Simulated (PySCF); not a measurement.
Isomers of C6H16Si, mass 116.102 u with the commonest isotopes. Computed with PySCF, PBE0-D3(BJ)/def2-SVP geometry optimisation, gas phase. One conformer each, none proved a minimum here; rigid rotors.

Task: Order these by radius of gyration √(Σ m r²/M), smallest first.
A. `C[SiH](C)CCCC` (SiHMe2(nBu))
B. `[CH3:1][CH2:2][SiH:3]([CH2:4][CH3:5])[CH2:6][CH3:7]` with C1–C2–Si3–C4 -58°, C2–Si3–C4–C5 -178°, C2–Si3–C6–C7 -56° (triethylsilane)
C. SiHMe2(tBu) (`C[SiH](C(C)(C)C)C`)
D. SiEt2Me2 (`CC[Si](C)(C)CC`)

Result: C (1.952 Å), D (2.052 Å), B (2.199 Å), A (2.419 Å).

Task: Order these by out-of-plane moment Σ m c² = (Ia + Ib − Ic)/2, smallest first.
A. `[CH3:1][CH2:2][SiH:3]([CH2:4][CH3:5])[CH2:6][CH3:7]` with C1–C2–Si3–C4 -58°, C2–Si3–C4–C5 -178°, C2–Si3–C6–C7 -56° (triethylsilane)
B. SiHMe2(nBu), `C[SiH](C)CCCC`
C. SiEt2Me2 (`CC[Si](C)(C)CC`)
D. `[H][Si](C)(C)C(C)(C)C` (SiHMe2(tBu))

Result: A (20.27 u·Å²), B (22.24 u·Å²), D (67.53 u·Å²), C (85.59 u·Å²).

Task: Order these by rotational constant C, smallest first.
A. `CC[Si](C)(C)CC` (SiEt2Me2)
B. SiHMe2(tBu), `C[SiH](C)C(C)(C)C`
C. `[CH3:1][CH2:2][SiH:3]([CH2:4][CH3:5])[CH2:6][CH3:7]` with C1–C2–Si3–C4 -58°, C2–Si3–C4–C5 -178°, C2–Si3–C6–C7 -56°
D. SiHMe2(nBu), `[H][Si](C)(C)CCCC`

Result: D (769.3 MHz), C (934.0 MHz), A (1253 MHz), B (1349 MHz).

| SMILES | point group | Ia (u·Å²) | Ib (u·Å²) | Ic (u·Å²) | κ | μa (D) | μb (D) | μc (D) |
| --- | --- | --- | --- | --- | --- | --- | --- | --- |
| CC[Si](C)(C)CC | C1 | 218.14 | 356.50 | 403.46 | -0.69 | 0.04 | 0.03 | 0.04 |
| [H][Si](C)(C)CCCC | C1 | 130.13 | 571.32 | 656.97 | -0.93 | 0.02 | 0.02 | 0.61 |
| [H][Si](C)(C)C(C)(C)C | near Cs | 201.46 | 308.24 | 374.65 | -0.50 | 0.07 | 0.00 | 0.56 |
| CC[SiH](CC)CC | – | 289.72 | 291.89 | 541.08 | 0.97 | 0.01 | 0.00 | 0.63 |
